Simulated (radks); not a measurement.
The calcium ion Ca2+ inside a hard spherical wall (all orbitals vanish at R), configuration held at [Ar] and not refilled when levels cross. All-electron calculation, scalar-relativistic Kohn-Sham, r2SCAN, spin-unpolarised, spherical densities, finite nucleus; meta-GGA in the generalised Kohn-Sham scheme; Fermi nuclear charge, rms radius 3.4776 fm. Program: a radial shooting solver on a logarithmic mesh with Libxc functionals. Eigenvalues in eV, with the zero of energy where the potential of the charges vanishes at infinity; a dash marks a level that is unbound or too diffuse for the functional's potential to be trusted. A positive occupied level is held by the wall or, in an anion where self-interaction has pushed it up, behind a barrier. The pressure on the wall is -dE/dV.

R (bohr)	E (hartree)	kinetic (hartree)	e(2s)	e(2p)	e(3s)	e(3p)	e(3d, empty)	e(4s, empty)	pressure (GPa)
free	-679.86583	684.542	-436.31	-354.34	-63.840	-43.765	-15.051	-	0
12	-679.86583	684.542	-436.31	-354.34	-63.840	-43.765	-15.051	-	< 0.0001
10	-679.86583	684.542	-436.31	-354.34	-63.840	-43.765	-15.051	-	< 0.0001
8	-679.86583	684.542	-436.31	-354.34	-63.840	-43.765	-15.050	-12.730	< 0.0001
5	-679.86550	684.547	-436.30	-354.32	-63.828	-43.752	-14.904	-10.685	0.0976
4	-679.85838	684.626	-436.04	-354.07	-63.658	-43.566	-14.294	-5.843	3.35
3	-679.71425	685.734	-433.16	-351.14	-61.746	-41.392	-10.601	12.979	117
2.5	-679.20635	688.705	-426.77	-344.64	-57.278	-36.252	-3.777	41.570	727
1.5	-666.93548	732.332	-367.50	-283.43	7.288	33.027	64.861	310.24	42300
